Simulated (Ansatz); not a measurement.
One change: `[NH2][Ta]([NH2])([NH2])=[O]` becomes `[NH2][Ta]([NH2])(=[O])[F]`.

Ansatz, PBE0-D4/def2-TZVP geometries, multiplicity 1. Each molecule was computed in one conformer, which needn't be the lowest.

Elements past krypton have def2 core potentials.

| property | `[NH2][Ta]([NH2])([NH2])=[O]` |
| --- | --- |
| HOMO energy (PBE0/def2-TZVPP) / eV | -6.93 |
| HOMO–LUMO gap (ωB97M-V/def2-TZVPP) / eV | 10.36 |
| LUMO energy (PBE/def2-TZVPP) / eV | -0.73 |
| HOMO energy (B3LYP/def2-TZVPP) / eV | -6.69 |
| HOMO energy (PBE/def2-TZVPP) / eV | -5.55 |
| size of the dipole moment (ωB97M-V/def2-TZVPP) / D | 3.94 |

(1) Give the same properties after the change, and the shifts. (An estimate is asked.)

Results:

(1) The calculation gave: 
```tsv
property	`[NH2][Ta]([NH2])(=[O])[F]`	shift
HOMO energy (PBE0/def2-TZVPP) / eV	-7.88	-0.95
HOMO–LUMO gap (ωB97M-V/def2-TZVPP) / eV	11.14	0.78
LUMO energy (PBE/def2-TZVPP) / eV	-1.28	-0.55
HOMO energy (B3LYP/def2-TZVPP) / eV	-7.64	-0.95
HOMO energy (PBE/def2-TZVPP) / eV	-6.45	-0.90
size of the dipole moment (ωB97M-V/def2-TZVPP) / D	4.25	0.31
```

With PBE0 the HOMO falls by 0.95 eV and the LUMO falls by 0.35 eV, so the gap widens by about 0.60 eV. PBE moves the HOMO by -0.90 eV and ωB97M-V by -0.99 eV. The zero-point energy changes by -58.4 kJ/mol with -6 modes. Dipoles are sizes alone; their direction can turn.

B3LYP here is the variant with VWN-RPA as its local correlation; programs differ in this.
